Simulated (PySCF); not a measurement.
# One molecule, several mistakes: C2GeH8N

These are calculations, not measurements. They come from PySCF 2.14.0, an open-source quantum chemistry program, on an isolated molecule that a program drew, which may never have been made. The molecule is C2GeH8N (charge 0, doublet), drawn as the SMILES string `C[CH](N)[GeH2]`.

Each row is a Hartree-Fock (HF) and frozen-core CCSD(T) single point in the cc-pVDZ basis, meant for a local HF minimum. Run 1 is clean. Each other run has one planted mistake out of seven kinds, and not every kind appears here: one electron removed, one electron added, multiplicity raised by two, geometry at a saddle point, minimal basis STO-3G, one bond length entered in bohr, all coordinates scaled. The reference is restricted for singlets and unrestricted otherwise, and also for a bond in bohr. Adding or removing an electron swaps singlet and doublet. Electrons count all cores. HOMO and LUMO are orbital energies over both spins, the gradient is its largest component, and the lowest frequency (negative if imaginary) is given only where the gradient is small. Bond lengths are over the 11 bonds as drawn. T1 is the CCSD diagnostic: over 0.02 (restricted) or 0.045 (unrestricted) a single reference is doubtful. Germanium has the cc-pVDZ-PP basis, with a core potential (ECP10MDF) in place of its 10 inner electrons, and its 3s, 3p and 3d shells are frozen in CCSD(T).

Geometry of the clean run:
```xyz
12
C2GeH8N, angstrom
C    -0.0576    0.5973    0.0554
C    -0.3380   -0.4579   -1.0158
N    -1.1812   -1.5644   -0.5744
Ge    1.3156   -1.2492   -1.8023
H     0.5196    1.4348   -0.3443
H    -0.9960    0.9970    0.4544
H     0.5032    0.1746    0.8947
H    -0.8494    0.0199   -1.8554
H    -2.0832   -1.2206   -0.2822
H    -0.7791   -2.0131    0.2324
H     0.9879   -2.1012   -3.0379
H     2.0307   -2.1224   -0.7505
```

| run | electrons | basis functions | <S^2> | HOMO (eV) | LUMO (eV) | gradient (hartree/bohr) | lowest frequency (cm^-1) | mean bond (Å) | longest bond (Å) | T1 | HF (hartree) | CCSD(T) (hartree) | mistake |
|---|---|---|---|---|---|---|---|---|---|---|---|---|---|
| 1 | 59 | 105 | 0.753 | -8.38 | 1.50 | 3.5e-05 | 132 | 1.3140 | 1.995 | 0.0104 | -428.17804 | -428.79743 | no fault |
| 2 | 59 | 105 | 3.764 | -2.21 | 0.22 | 6.8e-02 | - | 1.3140 | 1.995 | 0.0337 | -427.94286 | -428.54724 | multiplicity raised by two |
| 3 | 59 | 105 | 1.580 | -8.46 | 1.41 | 1.2e-02 | - | 1.3954 | 1.995 | 0.0493 | -428.05643 | -428.66441 | one bond length entered in bohr |
| 4 | 58 | 105 | 0.000 | -15.54 | -6.55 | 5.9e-02 | - | 1.3140 | 1.995 | 0.0247 | -427.90295 | -428.51836 | ? |
| 5 | 59 | 105 | 0.754 | -8.22 | 1.73 | 4.8e-02 | - | 1.2522 | 1.901 | 0.0102 | -428.15122 | -428.76033 | ? |

**Which mistake was planted in run 4, and what did it cost?**

It counts 58 electrons, one fewer than the clean run, at the same geometry and basis. So the mistake is: one electron removed. Subtracting run 1 and multiplying by 627.51 kcal/mol a hartree, the energy moved by 172.6 kcal/mol in HF and 175.1 kcal/mol in CCSD(T).

**Which mistake was planted in run 5, and what did it cost?**

The mean and the longest bond both change by the same factor, 0.953, and the gradient is no longer small. So the mistake is: all coordinates scaled. Subtracting run 1 and multiplying by 627.51 kcal/mol a hartree, the energy moved by 16.8 kcal/mol in HF and 23.3 kcal/mol in CCSD(T).

Cautions from the logs. Run 3: T1 is over the limit, so its CCSD(T) energy is less reliable; run 4: T1 is over the limit, so its CCSD(T) energy is less reliable.
